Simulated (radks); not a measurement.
Charge is removed step by step from the 2s down level of neutral carbon, starting from [He] 2s(up 1, down 1) 2p2. Method: scalar-relativistic Kohn-Sham, BLYP, spin-polarised, spherical densities, finite nucleus; open shells are filled with parallel spins first; Fermi nuclear charge, rms radius 2.4702 fm; computed with a radial shooting solver on a logarithmic mesh with Libxc functionals.

removed (e),E - E(0) (eV),eigenvalue (eV)
0,0.000,-11.885
0.25,3.273,-14.321
0.5,7.170,-16.870
0.75,11.710,-19.433

The mean slope of the eigenvalue, de/dn, is 10.1 eV per electron.
